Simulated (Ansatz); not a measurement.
Frontier orbitals of C$_{2}$H$_{5}$NSi, SMILES `C1=C[SiH2]N1`.

Total charge 0; spin multiplicity 1. The structure was optimised at the PBE0-D4/def2-TZVP level. Basis def2-TZVPP, Ansatz 0.2.0.

```tsv
functional	HOMO (eV)	LUMO (eV)
CAM-B3LYP	-7.55	1.03
```

Q: Give HOMO and LUMO (eV) with LDA (SPW92), PBE, revPBE, BLYP, r2SCAN, B97M-V, PBE0, B3LYP, r2SCANh, r2SCAN0, HSE06 (plane-wave form), BHLYP, LC-ωPBE, ωB97X-V, ωB97M-V, HF. (An estimate is asked.)

A: The calculation gave: 
```json
{"functional": "LDA (SPW92)", "HOMO": "-5.29", "LUMO": "-1.11"}
{"functional": "PBE", "HOMO": "-5.12", "LUMO": "-0.89"}
{"functional": "revPBE", "HOMO": "-5.06", "LUMO": "-0.81"}
{"functional": "BLYP", "HOMO": "-4.95", "LUMO": "-0.76"}
{"functional": "r2SCAN", "HOMO": "-5.31", "LUMO": "-0.65"}
{"functional": "B97M-V", "HOMO": "-5.39", "LUMO": "-0.67"}
{"functional": "PBE0", "HOMO": "-6.26", "LUMO": "0.04"}
{"functional": "B3LYP", "HOMO": "-6.03", "LUMO": "-0.19"}
{"functional": "r2SCANh", "HOMO": "-5.74", "LUMO": "-0.30"}
{"functional": "r2SCAN0", "HOMO": "-6.40", "LUMO": "0.22"}
{"functional": "HSE06 (plane-wave form)", "HOMO": "-5.86", "LUMO": "-0.33"}
{"functional": "BHLYP", "HOMO": "-7.25", "LUMO": "0.90"}
{"functional": "LC-ωPBE", "HOMO": "-8.91", "LUMO": "2.21"}
{"functional": "ωB97X-V", "HOMO": "-8.55", "LUMO": "2.07"}
{"functional": "ωB97M-V", "HOMO": "-8.47", "LUMO": "1.71"}
{"functional": "HF", "HOMO": "-8.78", "LUMO": "2.97"}
```

B3LYP here is the variant with VWN-RPA as its local correlation; programs differ in this. LC-ωPBE has ω = 0.4 bohr⁻¹. Positive LUMOs are unbound and depend on the basis.
